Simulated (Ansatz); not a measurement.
A nudged elastic band was laid between two geometries of CH3AlClF2N (9 atoms, charge 0, multiplicity 1).

All numbers below come from RKS PBE0-D4/def2-SVP (Ansatz 0.2.0).

```
movable images  : 9
climbing image  : yes
spring          : 5.0 eV/Å²
optimiser       : quadratic models (default)
start path      : through a guess of the saddle point
force threshold : 0.03 eV/Å
iteration limit : 43
end points      : relaxed
```

Image 0:

```xyz
9
Properties=species:S:1:pos:R:3
F -1.124 -0.921 1.532
C -0.718 -1.008 0.214
N 0.532 -0.382 -0.003
Al 0.779 1.333 -0.368
F 2.309 1.962 -0.332
Cl -0.836 2.516 -0.937
H -1.494 -0.521 -0.399
H -0.678 -2.082 -0.038
H 1.319 -0.942 0.314
```

Image 10:

```xyz
9
Properties=species:S:1:pos:R:3
F -0.836 -1.772 -0.796
C -0.731 -0.968 0.323
N 0.489 -0.252 0.354
Al 0.786 1.313 -0.420
F 2.333 1.889 -0.533
Cl -0.817 2.459 -1.090
H -0.831 -1.628 1.202
H -1.580 -0.264 0.299
H 1.277 -0.823 0.645
```

**Question.** What changes between the two ends?

**Answer.** No bond is made or broken. The dihedral H8–C2–N3–Al4 goes from 154 to -33°. The two ends are copies of one structure, up to a mirror image or an exchange of like atoms.

**Question.** What energy profile does the band end with?

**Answer.** The run converged. The highest image is number 5 of 0 to 10, 27.4 kJ/mol above the ends, which have the same energy within 2 meV. A vibrational analysis at the climbing image gives one clearly imaginary mode, 202i cm⁻¹: a first-order saddle point.

| image | path coordinate (Å) | energy (kJ/mol) | dihedral H8–C2–N3–Al4 (°) |
| --- | --- | --- | --- |
| 0 | 0.00 | 0.0 | 154 |
| 1 | 0.50 | 1.7 | 134 |
| 2 | 1.00 | 6.8 | 113 |
| 3 | 1.50 | 14.5 | 93 |
| 4 | 2.00 | 23.0 | 75 |
| 5 | 2.50 | 27.4 | 61 |
| 6 | 3.00 | 22.8 | 46 |
| 7 | 3.50 | 14.3 | 27 |
| 8 | 3.99 | 6.7 | 7 |
| 9 | 4.49 | 1.7 | -13 |
| 10 | 4.99 | 0.0 | -33 |

**Question.** What is the geometry of the highest image?

**Answer.** 
```xyz
9
Properties=species:S:1:pos:R:3
F -0.521 -2.075 1.111
C -0.755 -0.973 0.337
N 0.450 -0.191 0.272
Al 0.794 1.321 -0.558
F 2.302 1.994 -0.448
Cl -0.693 2.253 -1.681
H -1.592 -0.412 0.793
H -1.076 -1.325 -0.662
H 1.180 -0.639 0.820
```

**Question.** What are the harmonic wavenumbers there?

**Answer.** 202i, 69, 121, 187, 210, 293, 306, 385, 539, 839, 917, 1104, 1132, 1204, 1261, 1308, 1467, 1534, 3019, 3066, 3620 cm⁻¹.

The run took 6.1 min on 2 threads of Arm Neoverse V1, with other jobs on the host, peak memory 0.24 GiB.
